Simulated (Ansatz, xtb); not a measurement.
**Relaxing a trial structure of BFSiTe**

The starting geometry of this gas-phase singlet has its atoms placed at random.

```yaml
atoms:
  - { symbol: B, position_ang: [-0.7654, 0.6503, 0.4461] }
  - { symbol: F, position_ang: [-1.1510, -0.1789, -1.0155] }
  - { symbol: Si, position_ang: [0.7025, -0.7934, 1.3209] }
  - { symbol: Te, position_ang: [0.8229, 0.5584, -1.4988] }
```

Question: One run relaxed it with r2SCAN-D4/def2-SVP. What is a likely outcome?

Answer: It ends as a structure given below by its coordinates. Distances that change by over a tenth: B1–Te4 (2.51 → 2.19 Å). Contacts that open: F2–Te4 (2.16 → 3.20 Å). Contacts that close: B1–F2 (1.72 → 1.31 Å), B1–Si3 (2.24 → 1.98 Å), Si3–Te4 (3.13 → 2.54 Å).

The energy falls by 6.46 eV over 10 steps:

```
step  E − E(last) (eV)
   1             6.455
   2             4.797
   3             3.087
   4             1.500
   5             0.540
   6             0.247
   7             0.008
   8             0.003
   9             0.000
  10             0.000
```

Final geometry (Å):

| atom | x (Å) | y (Å) | z (Å) |
| --- | --- | --- | --- |
| B | -0.6051 | -0.0183 | -0.1918 |
| F | -1.8372 | 0.0220 | -0.6446 |
| Si | 0.7869 | -0.4878 | 1.1377 |
| Te | 1.2643 | 0.7205 | -1.0488 |

From the same start GFN2-xTB reaches the same bonding as this run.

From so rough a start the end depends on the optimiser's path, so another program may land elsewhere. The end wasn't checked by frequencies. Atoms past krypton carry core potentials, without spin–orbit terms. Run with Ansatz 0.2.0, 40 s on 1 thread of Intel(R) Xeon(R) Processor @ 2.50GHz (Skylake/Cascade Lake) (shared host).
